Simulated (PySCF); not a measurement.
B3LYP has the VWN-RPA correlation part, as in Gaussian. Excitations are Tamm–Dancoff values on a coarser integration grid. The basis has no diffuse functions, so Rydberg states are missing or too high.

Cartesian coordinates (Å):
```xyz
12

O      2.5145    -0.0035    -0.0200
Si     0.9931     0.0432    -0.6493
C     -0.1643    -1.3427    -0.1736
C     -1.2616    -0.7699     0.3393
C     -1.2605     0.7101     0.4454
C     -0.1622     1.3487     0.0197
H      2.5845    -0.0717     0.9335
H      1.1985     0.1484    -2.1144
H     -0.0769    -2.4143    -0.2999
H     -2.1361    -1.3253     0.6695
H     -2.1344     1.2139     0.8514
H     -0.0735     2.4272     0.0475
```
Charge 0, spin multiplicity 1.

**Question.** What is the computed HOMO, S1 excitation (TDA) and brightest of the four lowest singlets (TDA) (B3LYP-D3(BJ)/def2-TZVP // PBE0-D4/def2-TZVP (PySCF))?

**Answer.** 
* **HOMO**: -6.62 eV
* **S1 excitation (TDA)**: 4.26 eV
* **brightest of the four lowest singlets (TDA)**: 4.26 eV
